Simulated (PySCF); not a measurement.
C₄H₆F₃O (charge -1).
SMILES with atom numbers: `[CH3:1][C:2]([CH3:3])([O-:4])[C:5]([F:6])([F:7])[F:8]` (hydrogens: H9, H10, H11 on C1; H12, H13, H14 on C3)

The geometry is computed with GFN2-xTB (gas phase).

**Question.** List the bond lengths, angles and torsions at this level.

**Answer.** 
```tsv
bond	length (Å)	order
C1–C2, C2–C3	1.574	single
C2–O4	1.291	single
C2–C5	1.604	single
C5–F6	1.378	single
C5–F7, C5–F8	1.351	single
C1–H9 and 5 like bonds	1.088	single
```

Bonds in one row agree within 0.01 Å and their mean is given. Orders are formal, as drawn. A selection of angles:
```tsv
angle	degrees
C1–C2–C3	107.2
C1–C2–O4	115.5
C1–C2–C5	103.3
O4–C2–C5	110.8
C2–C5–F6	115.9
C2–C5–F7	113.4
F6–C5–F7	103.7
F7–C5–F8	105.4
```

Dihedral angles: C1–C2–C5–F6 56° (synclinal).

The C–C distances run from 1.574 Å (C1–C2, drawn single) to 1.604 Å (C2–C5, drawn single), a spread of 0.030 Å. Of the pairs four or more bonds apart, F6···H14 is among the closest relative to their van der Waals radii: 2.50 Å, 94 % of the sum of Bondi's values. The 3 C–F bonds span 1.351 Å (C5–F8, drawn single) to 1.378 Å (C5–F6, drawn single), a spread of 0.027 Å.

Point group: Cs (tolerance 0.08 Å). No frequency check.
